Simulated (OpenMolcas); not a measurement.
Mo3+ (d3) in a complex was computed by CASSCF with the d shell active (OpenMolcas, ANO-RCC-VDZP on the metal). Its lowest spin-free states, and all those of the highest spin:

```json
{"2S+1": "2", "Degeneracy": "1", "E (cm-1)": "0.0"}
{"2S+1": "4", "Degeneracy": "2", "E (cm-1)": "3587"}
{"2S+1": "4", "Degeneracy": "1", "E (cm-1)": "6337"}
{"2S+1": "2", "Degeneracy": "1", "E (cm-1)": "7952"}
{"2S+1": "2", "Degeneracy": "2", "E (cm-1)": "10717"}
{"2S+1": "4", "Degeneracy": "1", "E (cm-1)": "11803"}
{"2S+1": "2", "Degeneracy": "2", "E (cm-1)": "15457"}
{"2S+1": "2", "Degeneracy": "1", "E (cm-1)": "17589"}
{"2S+1": "4", "Degeneracy": "2", "E (cm-1)": "18854"}
{"2S+1": "2", "Degeneracy": "2", "E (cm-1)": "19241"}
{"2S+1": "2", "Degeneracy": "1", "E (cm-1)": "19288"}
{"2S+1": "2", "Degeneracy": "1", "E (cm-1)": "22363"}
{"2S+1": "4", "Degeneracy": "2", "E (cm-1)": "27163"}
{"2S+1": "4", "Degeneracy": "1", "E (cm-1)": "28892"}
{"2S+1": "4", "Degeneracy": "1", "E (cm-1)": "32070"}
```

Task: Is the site octahedral, tetrahedral or cube-like, axial, or of lower symmetry?

Result: The states with 2S+1 = 4 have orbital degeneracies 2, 1, 1, 2, 2, 1, 1. There are pairs but no triples, so the site is axial: not cubic, but with a proper or improper axis of order three or more. The run had Mo3+ with 4 ligands (water) in tetrahedral coordination (D2d) at 1.92 Å. Ligand basis ANO-RCC-VDZP.

Without dynamic correlation the repulsion within the d shell is too large (B by tens of per cent), so at a given field states of lower spin stand too high. This shell can be high or low spin here, a state of another spin lies low, and with metal d orbitals alone active their balance is uncertain, so the ground spin may be wrong, although the usual error favours high spin. The least metal-like active orbital is 77 % on the metal (Löwdin) and no ligand orbital is active, so the numbers are rough. With metal d orbitals alone the field can be off either way by tens of per cent. Ligand-to-metal charge-transfer states are missing. With no ligand orbital active B as a rule stays too high, so bands that hang on it stand too high and its fall with covalency is understated. No measured value stands beside these numbers; the geometry was imposed, not optimised, and the real ion may take another.
